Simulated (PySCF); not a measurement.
# Energy and ionisation energy along a bond of ClH2Si cation

Calculated results; nothing here was measured. They come from PySCF 2.14.0, an open-source quantum chemistry program, on an isolated molecule that a program drew, which may never have been made. The molecule is ClH2Si cation (charge +1, singlet), drawn as the SMILES string `[SiH2+]Cl`.

The structure below is the HF double-zeta minimum with every atom moved a little at random, so it isn't optimised. Bond Si1-H4 is then set to each length in the table by shifting atom 4 along it, with nothing else relaxed.
```xyz
4
ClH2Si cation, angstrom
Si   -0.5530   -0.3027   -1.3284
Cl   -1.9022    0.7120   -2.2896
H     0.5457    0.4241   -1.0081
H    -0.8934   -1.5704   -0.9797
```

E is the energy above the same method's energy at the HF double-zeta minimum. IE is the energy to remove one electron at fixed geometry, to the doublet state of charge +2, as a difference of total energies. The basis family is cc-pV(n+d)Z, with UHF for radicals and no spin-orbit coupling. Best is HF at quadruple zeta, plus MP2 correlation extrapolated from triple and quadruple zeta, plus CCSD(T) minus MP2 at triple zeta, with a frozen core. The other columns are at triple zeta.

| bond (Å) | E HF (kcal/mol) | E MP2 (kcal/mol) | E CCSD(T) (kcal/mol) | E best (kcal/mol) | IE HF (eV) | IE MP2 (eV) | IE CCSD(T) (eV) | IE best (eV) | T1 |
|---|---|---|---|---|---|---|---|---|---|
| 1.2461 | 17.98 | 18.24 | 18.83 | 18.80 | 17.738 | 18.996 | 18.845 | 19.032 | 0.013 |
| 1.3581 | 6.14 | 6.36 | 6.80 | 6.72 | 17.715 | 18.962 | 18.800 | 18.985 | 0.013 |
| 1.5081 | 4.36 | 4.28 | 4.37 | 4.28 | 17.672 | 18.899 | 18.714 | 18.898 | 0.013 |
| 1.5551 | ? | ? | ? | ? | ? | ? | ? | ? | ? |
| 1.6241 | 9.46 | 8.96 | 8.65 | 8.60 | 17.626 | 18.832 | 18.620 | 18.802 | 0.013 |

T1 is the CCSD diagnostic of the starting molecule.

**Estimate the best E and IE at 1.5551 Å from the other rows.**

A cubic in the inverse of the bond length through the other values of E best gives 5.55 kcal/mol there. A least-squares quadratic in the bond length through IE best gives 18.861 eV. The calculation gives 5.56 kcal/mol and 18.862 eV, so the fits miss by 0.01 kcal/mol and 0.001 eV. The same recipe one zeta lower moves these two values by 0.03 kcal/mol and 0.07 eV, a gauge of their own error. The rest of the row: E is 5.93 (HF), 5.69 (MP2), 5.64 (CCSD(T)); IE is 17.655 (HF), 18.874 (MP2), 18.679 (CCSD(T)); T1 is 0.013.
